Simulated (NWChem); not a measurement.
Everything below was run with NWChem. System: fluoroethane (C$_{2}$H$_{5}$F), charge 0, spin multiplicity 1, at a geometry optimised with PBE0/def2-SVP. Level: CR-CCSD(T)/6-311G** (spherical d), 3 core orbitals frozen.

Input file:

```
start mol
memory heap 100 mb stack 700 mb global 1900 mb
geometry units angstroms nocenter noautoz
  C     -1.177100     0.266809     0.000000
  C      0.318768     0.447774     0.000000
  F      0.948222    -0.773853     0.000000
  H     -1.683493     1.244029     0.000000
  H     -1.501669    -0.290655    -0.891199
  H     -1.501669    -0.290655     0.891199
  H      0.651412     1.007229     0.892239
  H      0.651412     1.007229    -0.892239
  symmetry group Cs
end
basis spherical
  * library 6-311g**
end
scf
  rhf
  nopen 0
  maxiter 100
  thresh 1e-7
  semidirect memsize 60000000 filesize 0
end
tce
  freeze core 3
  cr-ccsd(t)
  2eorb
  2emet 13
  thresh 1e-6
  maxiter 100
  tilesize 24
end
task tce energy
```

Output (cleaned and shortened):

```
             Northwest Computational Chemistry Package (NWChem) 7.3.0
             --------------------------------------------------------

                                NWChem Input Module
                                -------------------

 Scaling coordinates for geometry "geometry" by  1.889725989
 (inverse scale =  0.529177249)

 Turning off AUTOSYM since
 SYMMETRY directive was detected!

                             Geometry "geometry" -> ""
                             -------------------------

 Output coordinates in angstroms (scale by  1.889725989 to convert to a.u.)

  No.       Tag          Charge          X              Y              Z
 ---- ---------------- ---------- -------------- -------------- --------------
    1 C                    6.0000    -1.17710000     0.26680900     0.00000000
    2 C                    6.0000     0.31876800     0.44777400     0.00000000
    3 F                    9.0000     0.94822200    -0.77385300     0.00000000
    4 H                    1.0000    -1.68349300     1.24402900     0.00000000
    5 H                    1.0000    -1.50166900    -0.29065500    -0.89119900
    6 H                    1.0000    -1.50166900    -0.29065500     0.89119900
    7 H                    1.0000     0.65141200     1.00722900     0.89223900
    8 H                    1.0000     0.65141200     1.00722900    -0.89223900

 Effective nuclear repulsion energy (a.u.)      79.3992749377

            Nuclear Dipole moment (a.u.)
            ----------------------------
        X                 Y               Z
 ---------------- ---------------- ----------------
    -0.0000018897    -0.0000037795     0.0000000000

      Symmetry information
      --------------------

 Group name             Cs
 Group number              2
 Group order               2
 No. of unique centers     6

      Symmetry unique atoms

     1    2    3    4    5    7


 Summary of "ao basis" -> "" (spherical)
 ------------------------------------------------------------------------------
       Tag                 Description            Shells   Functions and Types
 ---------------- ------------------------------  ------  ---------------------
 *                          6-311g**                  on all atoms

 Summary of "ao basis" -> "ao basis" (spherical)
 ------------------------------------------------------------------------------
       Tag                 Description            Shells   Functions and Types
 ---------------- ------------------------------  ------  ---------------------
 C                          6-311g**                 8       18   4s3p1d
 F                          6-311g**                 8       18   4s3p1d
 H                          6-311g**                 4        6   3s1p

                                 NWChem SCF Module
                                 -----------------

  ao basis        = "ao basis"
  functions       =    84
  atoms           =     8
  closed shells   =    13
  open shells     =     0
  charge          =   0.00
  wavefunction    = RHF
  use symmetry    = T
  symmetry adapt  = T

 Summary of "ao basis" -> "ao basis" (spherical)
 ------------------------------------------------------------------------------
       Tag                 Description            Shells   Functions and Types
 ---------------- ------------------------------  ------  ---------------------
 C                          6-311g**                 8       18   4s3p1d
 F                          6-311g**                 8       18   4s3p1d
[...]
 moments of inertia (a.u.)
 ------------------
          76.324783304353          55.700835407091           0.000000000000
          55.700835407091         164.286432226685           0.000000000000
           0.000000000000           0.000000000000         217.716830937325

  Mulliken analysis of the total density
  --------------------------------------

    Atom       Charge   Shell Charges
 -----------   ------   -------------------------------------------------------
    1 C    6     6.29   1.10  0.89  0.59  0.71  1.57  0.48  0.87  0.06
    2 C    6     5.79   1.10  0.89  0.55  0.74  1.50  0.35  0.53  0.12
    3 F    9     9.36   1.08  0.92  1.14  1.08  2.41  0.89  1.83  0.00
    4 H    1     0.91   0.26  0.52  0.10  0.02
    5 H    1     0.90   0.26  0.52  0.10  0.02
    6 H    1     0.90   0.26  0.52  0.10  0.02
    7 H    1     0.93   0.27  0.55  0.09  0.02
    8 H    1     0.93   0.27  0.55  0.09  0.02

       Multipole analysis of the density wrt the origin
       ------------------------------------------------

     L   x y z        total         open         nuclear
     -   - - -        -----         ----         -------
     0   0 0 0      0.000000      0.000000     26.000000

     1   1 0 0     -0.432967      0.000000     -0.000002
     1   0 1 0      0.687741      0.000000     -0.000004
     1   0 0 1      0.000000      0.000000      0.000000

     2   2 0 0    -14.779426      0.000000     90.019506
     2   1 1 0      1.076618      0.000000    -26.929917
     2   1 0 1      0.000000      0.000000      0.000000
     2   0 2 0    -14.321196      0.000000     38.443783
     2   0 1 1      0.000000      0.000000      0.000000
     2   0 0 2    -13.499853      0.000000     11.358313

                   NWChem Extensible Many-Electron Theory Module
                   ---------------------------------------------


            General Information
            -------------------
      Number of processors :     1
         Wavefunction type : Restricted Hartree-Fock
          No. of electrons :    26
           Alpha electrons :    13
            Beta electrons :    13
           No. of orbitals :   168
            Alpha orbitals :    84
             Beta orbitals :    84
        Alpha frozen cores :     3
         Beta frozen cores :     3
     Alpha frozen virtuals :     0
      Beta frozen virtuals :     0
         Spin multiplicity : singlet
    Number of AO functions :    84
       Number of AO shells :    44
        Use of symmetry is : on
      Symmetry adaption is : on
         Schwarz screening : 0.10D-09

          Correlation Information
          -----------------------
          Calculation type : Coupled-cluster singles & doubles w/ perturbation
   Perturbative correction : Completely renormalized (T)
            Max iterations :      100
        Residual threshold : 0.10D-05
     T(0) DIIS level shift : 0.00D+00
     L(0) DIIS level shift : 0.00D+00
     T(1) DIIS level shift : 0.00D+00
     L(1) DIIS level shift : 0.00D+00
     T(R) DIIS level shift : 0.00D+00
     T(I) DIIS level shift : 0.00D+00
   CC-T/L Amplitude update :  5-th order DIIS
                I/O scheme : Global Array Library
        L-threshold :  0.10D-05
        EOM-threshold :  0.10D-05
 no EOMCCSD initial starts read in
 TCE RESTART OPTIONS
 SLICE:      F
 D4D5:       F
 quantumc:   F
 qrotation:  F
 pwtce:      F
 qducc:      F
 nacto:                         0
 nrotv:                         0
 nrot:                          0

            Memory Information
            ------------------
          Available GA space size is     249029744 doubles
          Available MA space size is     104854244 doubles

 Maximum block size supplied by input
 Maximum block size        24 doubles

 tile_dim =     23

 -------------------------------------------------
   1    alpha     a'     7 doubles       0       1
   2    alpha     a"     3 doubles       7       2
   3    beta      a'     7 doubles      10       1
   4    beta      a"     3 doubles      17       2
   5    alpha     a'    23 doubles      20       5
   6    alpha     a'    23 doubles      43       6
   7    alpha     a"    12 doubles      66       7
   8    alpha     a"    13 doubles      78       8
   9    beta      a'    23 doubles      91       5
  10    beta      a'    23 doubles     114       6
  11    beta      a"    12 doubles     137       7
  12    beta      a"    13 doubles     149       8

 Global array virtual files algorithm will be used

 Parallel file system coherency ......... OK

 4-electron integrals stored in orbital form

 v2    file size   =          4917064
 4-index algorithm nr.  13 is used
 imaxsize =       30
 imaxsize ichop =        0


CCSD iterations
 ---------------------------------------------------------
 Iter          Residuum       Correlation     Cpu    Wall
 ---------------------------------------------------------
    1   0.1839686642569  -0.5099494015029     0.8     0.8
    2   0.0483052215482  -0.5298200358882     0.8     0.8
    3   0.0168037496264  -0.5385434073512     0.8     0.8
    4   0.0067761714372  -0.5402560335951     0.9     0.9
    5   0.0028355441878  -0.5410398601439     0.9     0.9
    6   0.0007320632610  -0.5414081142992     0.9     0.9
    7   0.0002913506403  -0.5414538020492     0.8     0.8
    8   0.0001337456500  -0.5414543241024     0.8     0.8
    9   0.0000652920360  -0.5414541873870     0.7     0.7
   10   0.0000322712040  -0.5414556063103     0.8     0.8
   11   0.0000066068870  -0.5414554737868     1.1     1.1
   12   0.0000028649459  -0.5414564392983     1.0     1.0
   13   0.0000013327635  -0.5414565386863     1.0     1.0
   14   0.0000007380906  -0.5414566089202     0.9     0.9
 -----------------------------------------------------------------
 Iterations converged
 CCSD correlation energy / hartree =        -0.541456608920206
 CCSD total energy / hartree       =      -178.670234949282587

 Singles contributions

 Doubles contributions
 CR-CCSD(T)

 CR-CCSD[T]  correction energy / hartree =        -0.011984358412910
 CR-CCSD[T] correlation energy / hartree =        -0.553440967333116
 CR-CCSD[T] total energy / hartree       =      -178.682219307695505
 CR-CCSD(T)  correction energy / hartree =        -0.011437443869047
 CR-CCSD(T) correlation energy / hartree =        -0.552894052789253
 CR-CCSD(T) total energy / hartree       =      -178.681672393151644

 Task  times  cpu:       74.9s     wall:       74.9s

 Total times  cpu:       75.0s     wall:       75.0s
```
